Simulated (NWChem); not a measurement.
System: GaF, singlet; SMILES [F][Ga]

NWChem input:

```
start job
memory heap 200 mb stack 900 mb global 1100 mb
geometry units angstroms
  Ga     0.000000     0.000000    -0.398287
  F      0.000000     0.000000     1.387790
end
basis spherical
  * library def2-tzvpd
end
dft
  xc pbe0
  iterations 150
end
driver
  maxiter 120
end
task dft optimize
task dft freq
```

Parts of the log:

```
             Northwest Computational Chemistry Package (NWChem) 7.3.0
             --------------------------------------------------------

 ORDER OF PRIMARY AXIS IS BEING SET TO 4
 C4V symmetry detected

                             Geometry "geometry" -> ""
                             -------------------------

 Output coordinates in angstroms (scale by  1.889725989 to convert to a.u.)

  No.       Tag          Charge          X              Y              Z
 ---- ---------------- ---------- -------------- -------------- --------------
    1 Ga                  31.0000     0.00000000     0.00000000    -0.40186733
    2 F                    9.0000     0.00000000     0.00000000     1.38420968

 Effective nuclear repulsion energy (a.u.)      82.6618631061

      Symmetry information
      --------------------

 Group name             C4v
 Group number             18
 Group order               8
 No. of unique centers     2

                                Z-matrix (autoz)
                                --------

 Units are Angstrom for bonds and degrees for angles

      Type          Name      I     J     K     L     M      Value
      ----------- --------  ----- ----- ----- ----- ----- ----------
    1 Stretch                  1     2                       1.78608

                           NWChem Geometry Optimization
                           ----------------------------

 maximum gradient threshold         (gmax) =   0.000450
 rms gradient threshold             (grms) =   0.000300
 maximum cartesian step threshold   (xmax) =   0.001800
 rms cartesian step threshold       (xrms) =   0.001200
 fixed trust radius                (trust) =   0.300000
 source of zmatrix                         =   autoz

          -------------------
          Energy Minimization
          -------------------

 Using diagonal initial Hessian
 Scaling for Hessian diagonals: bonds = 1.00  angles = 0.25  torsions = 0.10

          --------
          Step   0

                                 NWChem DFT Module
                                 -----------------

 Summary of "ao basis" -> "ao basis" (spherical)
 ------------------------------------------------------------------------------
       Tag                 Description            Shells   Functions and Types
 ---------------- ------------------------------  ------  ---------------------
 Ga                        def2-tzvpd               18       54   7s5p5d1f
 F                         def2-tzvpd               14       40   6s4p3d1f

      Symmetry analysis of basis
      --------------------------

        a1         32
        a2          0
        b1         10
        b2         10
        e          42

            General Information
            -------------------
          SCF calculation type: DFT
          Wavefunction type:  closed shell.
          No. of atoms     :     2
          No. of electrons :    40
           Alpha electrons :    20
            Beta electrons :    20
          Charge           :     0
          Spin multiplicity:     1
          Use of symmetry is: on ; symmetry adaption is: on
          Maximum number of iterations: 150
          AO basis - number of functions:    94
                     number of shells:    32
          Convergence on energy requested:  1.00D-06
          Convergence on density requested:  1.00D-05
          Convergence on gradient requested:  5.00D-04

              XC Information
              --------------
                         PBE0 Method XC Functional
                     Hartree-Fock (Exact) Exchange  0.250
          PerdewBurkeErnzerhof Exchange Functional  0.750
            Perdew 1991 LDA Correlation Functional  1.000 local
           PerdewBurkeErnz. Correlation Functional  1.000 non-local

             Grid Information
             ----------------
          Grid used for XC integration:  medium
          Radial quadrature: Mura-Knowles
          Angular quadrature: Lebedev.
          Tag              B.-S. Rad. Rad. Pts. Rad. Cut. Ang. Pts.
          ---              ---------- --------- --------- ---------
          Ga                  1.30      112          10.0       590
          F                   0.50       49          11.0       434
          Grid pruning is: on
          Number of quadrature shells:   161
          Spatial weights used:  Erf1

      Superposition of Atomic Density Guess
      -------------------------------------

 Sum of atomic energies:       -2022.64316373

      Non-variational initial energy
      ------------------------------

 Total energy =   -2022.529637
 1-e energy   =   -2989.024612
 2-e energy   =     883.833113
 HOMO         =      -0.330578
 LUMO         =       0.013065

      Symmetry analysis of molecular orbitals - initial
      -------------------------------------------------

 !! scf_movecs_sym_adapt:   20 vectors were symmetry contaminated

  Symmetry fudging

 !! scf_movecs_sym_adapt:   18 vectors were symmetry contaminated

  Numbering of irreducible representations:

     1 a1          2 a2          3 b1          4 b2          5 e

  Orbital symmetries:

     1 a1          2 a1          3 a1          4 e           5 e
     6 a1          7 a1          8 a1          9 e          10 e
    11 a1         12 a1         13 e          14 e          15 b1
    16 b2         17 a1         18 e          19 e          20 a1
    21 e          22 e          23 a1         24 a1         25 a1
    26 b1         27 b2         28 e          29 e          30 a1

   convergence    iter        energy       DeltaE   RMS-Dens  Diis-err
 ---------------- ----- ----------------- --------- --------- ---------
 d= 0,ls=0.0,diis     1  -2024.3606127680 -2.11D+03  1.23D-02  9.19D-01
 d= 0,ls=0.0,diis     2  -2023.9627731719  3.98D-01  7.90D-03  5.49D+00
 d= 0,ls=0.0,diis     3  -2024.4475055075 -4.85D-01  1.15D-03  2.79D-02
 d= 0,ls=0.0,diis     4  -2024.4477605225 -2.55D-04  4.85D-04  2.35D-02
 d= 0,ls=0.0,diis     5  -2024.4486056778 -8.45D-04  6.37D-05  8.12D-05
  Resetting Diis
 d= 0,ls=0.0,diis     6  -2024.4486099351 -4.26D-06  1.06D-05  4.98D-07
 d= 0,ls=0.0,diis     7  -2024.4486100104 -7.54D-08  1.56D-06  1.71D-08

         Total DFT energy =    -2024.448610010448
      One electron energy =    -2989.177468849658
           Coulomb energy =      967.266420272158
    Exchange-Corr. energy =      -85.199424539027
 Nuclear repulsion energy =       82.661863106079

 Numeric. integr. density =       39.999999066278

                  Occupations of the irreducible representations
                  ----------------------------------------------

                     irrep           alpha         beta
                     --------     --------     --------
                     a1               10.0         10.0
                     a2                0.0          0.0
                     b1                1.0          1.0
                     b2                1.0          1.0
                     e                 8.0          8.0

                       DFT Final Molecular Orbital Analysis
                       ------------------------------------

 Vector   18  Occ=2.000000D+00  E=-3.881243D-01  Symmetry=e
              MO Center= -1.2D-16, -1.5D-16,  1.3D+00, r^2= 6.4D-01
   Bfn.  Coefficient  Atom+Function         Bfn.  Coefficient  Atom+Function
  ----- ------------  ---------------      ----- ------------  ---------------
    62      0.466480  2 F  py                65      0.383839  2 F  py
    68      0.266085  2 F  py                61      0.120072  2 F  px
    64      0.098800  2 F  px                18      0.086431  1 Ga py
    24     -0.075389  1 Ga d -1              67      0.068490  2 F  px
    12     -0.039567  1 Ga py                71      0.034919  2 F  py

 Vector   19  Occ=2.000000D+00  E=-3.881243D-01  Symmetry=e
              MO Center= -3.8D-16,  1.4D-16,  1.3D+00, r^2= 6.4D-01
   Bfn.  Coefficient  Atom+Function         Bfn.  Coefficient  Atom+Function
  ----- ------------  ---------------      ----- ------------  ---------------
    61      0.466480  2 F  px                64      0.383839  2 F  px
    67      0.266085  2 F  px                62     -0.120072  2 F  py
    65     -0.098800  2 F  py                17      0.086431  1 Ga px
    26      0.075389  1 Ga d  1              68     -0.068490  2 F  py
    11     -0.039567  1 Ga px                70      0.034919  2 F  px

 Vector   20  Occ=2.000000D+00  E=-2.883406D-01  Symmetry=a1
              MO Center=  4.9D-16, -3.3D-16, -4.8D-01, r^2= 2.5D+00
   Bfn.  Coefficient  Atom+Function         Bfn.  Coefficient  Atom+Function
  ----- ------------  ---------------      ----- ------------  ---------------
     5      0.536114  1 Ga s                  6      0.494502  1 Ga s
    63      0.238676  2 F  pz                 4     -0.228254  1 Ga s
    19     -0.228996  1 Ga pz                66      0.197058  2 F  pz
     3     -0.182702  1 Ga s                 69      0.128867  2 F  pz
    22     -0.107830  1 Ga pz                13      0.097257  1 Ga pz

 Vector   21  Occ=0.000000D+00  E=-5.243291D-02  Symmetry=e
              MO Center= -5.6D-16, -2.7D-15, -5.7D-01, r^2= 3.8D+00
   Bfn.  Coefficient  Atom+Function         Bfn.  Coefficient  Atom+Function
  ----- ------------  ---------------      ----- ------------  ---------------
    21      0.687432  1 Ga py                18      0.430183  1 Ga py
    12     -0.173099  1 Ga py                62     -0.119338  2 F  py
    68     -0.111769  2 F  py                65     -0.092747  2 F  py
    20     -0.087668  1 Ga px                44     -0.075490  1 Ga d -1
     9      0.065931  1 Ga py                17     -0.054861  1 Ga px

 Vector   22  Occ=0.000000D+00  E=-5.243291D-02  Symmetry=e
              MO Center=  1.4D-14,  2.2D-15, -5.7D-01, r^2= 3.8D+00
   Bfn.  Coefficient  Atom+Function         Bfn.  Coefficient  Atom+Function
  ----- ------------  ---------------      ----- ------------  ---------------
    20      0.687432  1 Ga px                17      0.430183  1 Ga px
    11     -0.173099  1 Ga px                61     -0.119338  2 F  px
    67     -0.111769  2 F  px                64     -0.092747  2 F  px
    21      0.087668  1 Ga py                46      0.075490  1 Ga d  1
     8      0.065931  1 Ga px                18      0.054861  1 Ga py

[...]

      ----------------------
      Optimization converged
      ----------------------

  Step       Energy      Delta E   Gmax     Grms     Xrms     Xmax
  ---- ---------------- -------- -------- -------- -------- --------
@    2   -2024.44861163 -3.1D-07  0.00007  0.00007  0.00061  0.00106
                                     ok       ok       ok       ok

                                Z-matrix (autoz)
                                --------

 Units are Angstrom for bonds and degrees for angles

      Type          Name      I     J     K     L     M      Value     Gradient
      ----------- --------  ----- ----- ----- ----- ----- ---------- ----------
    1 Stretch                  1     2                       1.78836    0.00007

                         Geometry "geometry" -> "geometry"
                         ---------------------------------

 Output coordinates in angstroms (scale by  1.889725989 to convert to a.u.)

  No.       Tag          Charge          X              Y              Z
 ---- ---------------- ---------- -------------- -------------- --------------
    1 Ga                  31.0000     0.00000000     0.00000000    -0.40300647
    2 F                    9.0000     0.00000000     0.00000000     1.38534882

 Effective nuclear repulsion energy (a.u.)      82.5565551433

      Symmetry information
      --------------------

 Group name             C4v
 Group number             18
 Group order               8
 No. of unique centers     2

                Final and change from initial internal coordinates
                --------------------------------------------------

                                Z-matrix (autoz)
                                --------

 Units are Angstrom for bonds and degrees for angles

      Type          Name      I     J     K     L     M      Value       Change
      ----------- --------  ----- ----- ----- ----- ----- ---------- ----------
    1 Stretch                  1     2                       1.78836    0.00228

 ==============================================================================
                                internuclear distances
 ------------------------------------------------------------------------------
       center one      |      center two      | atomic units |  angstroms
 ------------------------------------------------------------------------------
    2 F                |   1 Ga               |     3.37950  |     1.78836
 ------------------------------------------------------------------------------
                         number of included internuclear distances:          1
 ==============================================================================

[second-derivative integrals and response iterations left out]

  Vibrational analysis via the FX method

  See chapter 2 in "Molecular Vibrations" by Wilson, Decius and Cross

  Vib: Default input used

 ---------------------------- Atom information ----------------------------
     atom    #        X              Y              Z            mass
 --------------------------------------------------------------------------
    Ga       1  0.0000000D+00  0.0000000D+00 -7.6157180D-01  6.8925700D+01
    F        2  0.0000000D+00  0.0000000D+00  2.6179297D+00  1.8998400D+01
 --------------------------------------------------------------------------

[unprojected Hessian and modes left out]

        Vibrational analysis via the FX method
  --- with translations and rotations projected out ---
  --- via the Eckart algorithm                      ---
 Dependent rotation vector no.                    3
  found in ECKART; assuming linear geometry
 Projected Nuclear Hessian trans-rot subspace norm:7.9457D-46
                         (should be close to zero!)

[projected Hessian left out]

 Rotational Constants
 --------------------
 A=   0.000000 cm-1  (  0.000000 K)
 B=   0.353918 cm-1  (  0.509197 K)
 C=   0.353918 cm-1  (  0.509197 K)

 Temperature                      =   298.15K
 frequency scaling parameter      =   1.0000

 Linear Molecule

 Zero-Point correction to Energy  =    0.864 kcal/mol  (  0.001377 au)
 Thermal correction to Energy     =    2.443 kcal/mol  (  0.003894 au)
 Thermal correction to Enthalpy   =    3.036 kcal/mol  (  0.004838 au)

 Total Entropy                    =   54.402 cal/mol-K
   - Translational                =   39.317 cal/mol-K (mol. weight =  87.9241)
   - Rotational                   =   14.644 cal/mol-K (symmetry #  =        1)
   - Vibrational                  =    0.441 cal/mol-K

 Cv (constant volume heat capacity) =    5.987 cal/mol-K
   - Translational                  =    2.979 cal/mol-K
   - Rotational                     =    1.986 cal/mol-K
   - Vibrational                    =    1.021 cal/mol-K

[normal modes left out]

 ----------------------------------------------------------------------------
 Normal Eigenvalue ||           Projected Infra Red Intensities
  Mode   [cm**-1]  || [atomic units] [(debye/angs)**2] [(KM/mol)] [arbitrary]
 ------ ---------- || -------------- ----------------- ---------- -----------
    1        0.000 ||    0.001057           0.024         1.030       0.455
    2        0.000 ||    0.001057           0.024         1.030       0.455
    3        0.000 ||    0.003834           0.088         3.738       1.652
    4        0.000 ||    0.003834           0.088         3.738       1.652
    5        0.000 ||    0.000000           0.000         0.000       0.000
    6      604.764 ||    0.129445           2.986       126.190      55.784
 ----------------------------------------------------------------------------
```

Level: PBE0/def2-TZVPD. Low-valent species are run as closed-shell singlets; no triplet was tried in these runs.
